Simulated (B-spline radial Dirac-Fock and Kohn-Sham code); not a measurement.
## 4d3/2 photoionisation of Hf⁴⁺ near threshold

System: Hf⁴⁺ in the configuration [Xe] 4f14. The computed 4d3/2 threshold is 276.6 eV; without correlation, outer thresholds are uncertain by 1 to 2 eV.

Method: independent-particle photoionisation in a Dirac-Hartree-Slater potential with a Latter tail, all multipoles, thresholds from Dirac-Fock ΔSCF. Computed with a radial finite-basis atomic code. Interchannel coupling and autoionising resonances are not included, so magnitudes near threshold are approximate.

Task: How do σ and β run from threshold to 400 eV kinetic energy?

Result: The cross section has a minimum of 0.12 Mb near 34 eV kinetic energy, a Cooper minimum, where a dipole matrix element changes sign; it needs a radial node in the bound orbital. Its largest value, 0.257 Mb, lies 256 eV above threshold. β ranges from -1.00 (at 83.7 eV) to 0.56.

```csv
kinetic energy (eV),σ (Mb),β
1.5,0.164,-0.03
1.9,0.163,0.01
2.3,0.161,0.05
2.9,0.160,0.09
3.7,0.158,0.14
4.6,0.156,0.19
5.7,0.153,0.25
7.2,0.150,0.29
9.0,0.147,0.34
11.2,0.143,0.36
14.0,0.138,0.36
17.5,0.134,0.31
21.9,0.130,0.21
27.4,0.126,0.03
34.2,0.124,-0.21
42.8,0.125,-0.50
53.5,0.130,-0.76
66.9,0.139,-0.95
83.7,0.155,-1.00
104.7,0.176,-0.90
130.9,0.201,-0.71
163.6,0.226,-0.45
204.6,0.246,-0.17
255.8,0.257,0.09
319.9,0.256,0.34
400.0,0.243,0.56
```
